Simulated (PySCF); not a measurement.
Compound: SiF4.
Structure used (PBE0-D3(BJ)/def2-TZVP), in Å, numbered top down from 1:
```
atom  x, y, z in Å
F1    -1.4793   -0.3148   -0.3760
Si2    0.0065   -0.0071   -0.0074
F3     0.8378   -1.3283   -0.0498
F4     0.5960    1.0114   -1.0333
F5     0.0724    0.6034    1.4288
```

Linear response at PBE0/aug-cc-pVTZ (PySCF, frozen core in the response, non-relativistic). Geometry: PBE0-D3(BJ)/def2-TZVP; no solvent, vibrations or thermal averaging.

Static isotropic polarisability: 22.48 au (3.33 Å³), principal values 22.5, 22.5, 22.5 au.

**Question.** What is the polarisability at 1064 nm and at the sodium D line?

**Answer.** 22.57 au at 1064 nm (+0.4 %), 22.76 au at 589.3 nm (+1.2 %). The rise at 589.3 nm is 3.32 times that at 1064 nm; a pure ω² law gives 3.26. The lowest singlet lies at 114 nm, shorter than both wavelengths.

**Question.** What is the isotropic C6 coefficient between two such molecules, C6 = (3/π)∫α(iω)² dω?

**Answer.** 319.2 au (Eh·bohr⁶) by a ten-point quadrature over imaginary frequencies, which is 191 eV·Å⁶ or 18.4 J·nm⁶/mol.

**Question.** Which effective excitation energy ω̄ makes London's formula C6 = (3/4)α²ω̄ exact here?

**Answer.** ω̄ = 4·C6/(3α²) = 0.842 Eh = 22.9 eV. A one-pole form α(ω) = α/(1 − ω²/ω̄²) fitted to the 1064 nm value gives 19.1 eV.

**Question.** The lowest 10 singlets have (eV, f): 10.84, 0.000; 10.84, 0.000; 10.84, 0.000; 11.96, 0.185; 11.97, 0.185; 11.97, 0.185; 12.02, 0.000; 12.02, 0.000; 12.46, 0.000; 12.49, 0.000. What share of the static polarisability do they carry in the sum over states α = Σ f/ω²?

**Answer.** 2.88 au, 12.8 % of α; the largest term, 0.96 au, is that of the state at 11.97 eV. Their oscillator strengths add up to 0.56. Higher states carry the rest.

**Question.** What n − 1 at the D line would an ideal gas of it have at 273.15 K and 1 atm (2.6868 × 10¹⁹ cm⁻³), by n − 1 = 2π·N·α′?

**Answer.** 5.69 × 10⁻⁴, a formal value whether or not that pressure can be reached.

**Question.** What molar refraction at the D line follows from R = (4π/3)·N_A·α′, with α′ the polarisability volume?

**Answer.** α′ = 3.37 Å³ gives R = 8.51 cm³/mol, for isolated, non-vibrating species.

**Question.** What does −C6/R⁶ come to at R = 12 Å between centres?

**Answer.** -6.2 J/mol. This is the leading, orientation-averaged term; C8 and higher terms are left out.

**Question.** What three-body coefficient follows from the one-pole estimate C9 = (3/4)·α·C6?

**Answer.** 5380 au. This is an estimate from the two numbers above, not a computed integral.
